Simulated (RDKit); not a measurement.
Job for RDKit: UFF on H6N2 (a complex), monomers drawn apart or pushed together.

```python
from rdkit import Chem
from rdkit.Chem import AllChem, rdDetermineBonds

blocks = [
'''4

N    -0.20289106   -0.03619853    0.25073189
H     0.01978596    0.13166488    1.23082627
H     0.61315511   -0.45501647   -0.18129993
H    -0.33970917    0.86601874   -0.19108999
''',
'''4

N    -0.08362091    0.07097980    3.24213920
H    -0.90616871   -0.51923401    3.18521252
H     0.61602423   -0.43055053    3.77710877
H    -0.33672700    0.89808921    3.77040718
''',
]
mol = None
for b in blocks:
    f = Chem.MolFromXYZBlock(b)
    rdDetermineBonds.DetermineBonds(f, charge=0)
    mol = f if mol is None else Chem.CombineMols(mol, f)
Chem.SanitizeMol(mol)
print(Chem.MolToSmiles(Chem.RemoveHs(mol)))
ff = AllChem.UFFGetMoleculeForceField(mol, vdwThresh=100.0, ignoreInterfragInteractions=False)
e = ff.CalcEnergy()
print(f'UFF energy {e:.6f} kcal/mol')
```

Output:

```
N.N
UFF energy 18.429680 kcal/mol
```

The run finished.

Cost: around 0.010 core-seconds (rough).
